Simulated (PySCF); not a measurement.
**Correlation energy of Ir²⁺ (iridium, charge +2)**

[Xe] 4f14 5d6 6s1, high-spin 6D determinant (an excited configuration). Computed with PySCF 2.14 in x2c-TZVPPall with one added diffuse shell each of s, p, d, f type (12s8p8d4f1g, 113 functions), with the spin-free X2C one-electron Hamiltonian (Gaussian nucleus). Frozen: [Kr] 4d10 4f14; 15 electrons correlated.

```
  level  correlation energy (mhartree)
   CCSD                        -353.17
    (T)                          -7.70
CCSD(T)                        -360.87
```

Diagnostics: T1 = 0.0052, D1 = 0.0174, largest double amplitude 0.018.

Spin-orbit coupling, absent here, splits the open shell strongly.

Cost of the coupled-cluster step: about 100 core-seconds, for 15 correlated electrons.

This basis was not built for core-valence correlation, so the inner-shell part is incomplete.
